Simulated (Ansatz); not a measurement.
Ideal-gas functions of `[TeH]C1=CCO1` at 400 K and 1 bar, from an Ansatz frequency run at PBE0-D4/def2-TZVP.

Molar mass 183.66 g/mol, point group C1 (symmetry number 1), electronic degeneracy 1, moments of inertia 38.82, 391.223, 423.027 u Å². Harmonic wavenumbers (cm⁻¹, unscaled): 115, 182, 231, 327, 518, 688, 699, 934, 939, 966, 992, 1120, 1126, 1202, 1292, 1473, 1624, 2145, 3077, 3139, 3307.

Use S(trans) = R[1.5 ln M + 2.5 ln T − 1.1517]; rotational temperatures θ = 24.2544 K / I; S(rot) = R[ln(√π/σ · √(T³/θAθBθC)) + 1.5]; for each mode x = 1.438777 ν̃/T, S = R[x/(eˣ − 1) − ln(1 − e⁻ˣ)] and H = RT x/(eˣ − 1); 1 cm⁻¹ = 0.0119627 kJ/mol; R = 8.31446 J/(mol·K).

Question: By hand: the entropy, in J/(mol·K).

Answer: Translation 180.0. Rotation: θ = 0.6248, 0.062, 0.0573 K, giving 117.4. Vibration, mode by mode: 15.71, 11.98, 10.09, 7.43, 4.25, 2.62, 2.54, 1.30, 1.28, 1.18, 1.10, 0.76, 0.74, 0.59, 0.45, 0.26, 0.17, 0.03, 0.00, 0.00, 0.00, in all 62.5. Electronic 0.0. Sum 359.9 J/(mol·K).

Question: By hand: H − E and G − E in kJ/mol, counted from the electronic energy.

Answer: Zero-point energy ½ × 26096 × 0.0119627 = 156.1; thermal vibration 14.0; translation, rotation and pV give 4 RT = 13.3. H − E = 183.4 kJ/mol, and G − E = 183.4 − 400 × 359.9/1000 = 39.4 kJ/mol.

Vibration gives 17 % of the entropy, 15.7 J/(mol·K) of it from the mode under 150 cm⁻¹: soft modes count most, and the harmonic formula is weakest for them. The sum counts one conformer and one mirror image; others add a mixing term.
